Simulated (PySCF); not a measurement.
hydrogen bromide cation (BrH), SMILES Br (connectivity only; charge and spin as stated), charge +1, multiplicity 2.

The structure is a stationary point at B3LYP-D3(BJ)/def2-TZVPD. The spin state was assumed, not searched.

Calculation: B3LYP-D3(BJ)/def2-TZVPD (PySCF 2.14.0).

Frequencies are harmonic and unscaled.

Computed vibrational spectrum:
```json
[
 {"mode": "1", "ν (cm⁻¹)": "2407", "IR (km/mol)": "167.9", "moving atoms (share of kinetic energy)": "H 99 %"}
]
```
